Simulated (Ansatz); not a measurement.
Reaction (SMILES): [S]=[Ge] (S-Ge) (closed-shell singlet) → Ge atom + S atom
B3LYP-D3(BJ)/def2-TZVP geometries, fixed; electronic energies without zero-point terms.
Largest species:
```
Ge
S 1 2.0285
```
Charge 0, spin multiplicity 1.

Basis-set convergence of the atomisation energy at PBE0 with Ansatz (a first-principles code). All functions are spherical. The program fits the integrals of some runs and decomposes those of others, by size. Open shells are unrestricted. No added dispersion term, no relativity. Functions are those of the species that has most. Reference: the value in aug-cc-pV(5+d)Z, 130.05 kcal/mol, itself unsure by roughly 0.09 kcal/mol (its mean distance from pcseg-4, aug-pcseg-3, aug-cc-pV(Q+d)Z). Deviations are taken from unrounded values.

```csv
basis,functions
cc-pV(D+d)Z,50
aug-cc-pV(D+d)Z,68
cc-pV(T+d)Z,82
aug-cc-pV(T+d)Z,114
cc-pV(Q+d)Z,132
aug-cc-pV(Q+d)Z,182
cc-pV(5+d)Z,204
aug-cc-pV(5+d)Z,276
```

Task: Which is the smallest correlation-consistent set listed that can be trusted to 1 kcal/mol here, that is, within that of the reference together with its larger relatives (same family, alike in diffuse functions; a set with none to test it counts only in the reference's own line)?

Result: The smallest set listed that lies within 1 kcal/mol of the reference with all its larger relatives (same family, alike in diffuse functions; a set with none counts only in the reference's own line) is cc-pV(T+d)Z (82 functions, -0.22 kcal/mol off). Value minus reference: cc-pV(D+d)Z -1.89, aug-cc-pV(D+d)Z -1.52, cc-pV(T+d)Z -0.22, aug-cc-pV(T+d)Z -0.26, cc-pV(Q+d)Z 0.02, aug-cc-pV(Q+d)Z 0.04, cc-pV(5+d)Z -0.01, aug-cc-pV(5+d)Z 0.00 kcal/mol.
